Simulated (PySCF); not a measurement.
Converging PbO in the basis (CCSD)

PySCF, RHF reference; singlet, unpaired electrons none; De to Pb + O without counterpoise correction. Frozen cores follow the default of each basis and core potential.

```json
{"basis": "cc-pVDZ-PP/cc-pVDZ", "relativity": "scalar-relativistic core potentials", "functions": "37", "Re (Å)": "1.939", "ωe (cm⁻¹)": "771", "De (eV)": "3.59", "frozen orbitals": "5"}
{"basis": "def2-SVP", "relativity": "scalar-relativistic core potentials", "functions": "40", "Re (Å)": "1.937", "ωe (cm⁻¹)": "772", "De (eV)": "3.68", "frozen orbitals": "5"}
{"basis": "def2-SVPD", "relativity": "scalar-relativistic core potentials", "functions": "55", "Re (Å)": "1.948", "ωe (cm⁻¹)": "751", "De (eV)": "4.15", "frozen orbitals": "5"}
{"basis": "x2c-TZVPPall", "relativity": "spin-free X2C", "functions": "114", "Re (Å)": "1.902", "ωe (cm⁻¹)": "796", "De (eV)": "4.25", "frozen orbitals": "35"}
```

Q: How does each smaller set differ from the one with most functions, x2c-TZVPPall?

A: cc-pVDZ-PP/cc-pVDZ: +3.7 pm, -3.1 % in ωe, -0.66 eV in De; def2-SVP: +3.5 pm, -3.0 % in ωe, -0.57 eV in De; def2-SVPD: +4.6 pm, -5.7 % in ωe, -0.10 eV in De. All at CCSD; the set with most functions is neither the basis-set limit nor always the best. The rows treat relativity differently, so the differences are not basis effects alone.

Measured (Huber and Herzberg, Constants of Diatomic Molecules (1979)): Re = 1.921813 Å, ωe = 721.0 cm⁻¹. Correlated steps freeze the inner cores (5 to 35 orbitals); shallow outer-core shells are correlated. Correlated levels converge slowly with the basis: in double zeta they bind strong bonds too weakly, by up to about 1 eV, and carry superposition errors of some tenths. These are scalar-relativistic numbers at best; spin–orbit coupling would shift them, the dissociation energy most. Where the molecule has an RHF reference, its open-shell atoms are computed with UHF. The CCSD T1 diagnostic is raised in PbO, a sign that a single reference may not be enough there.
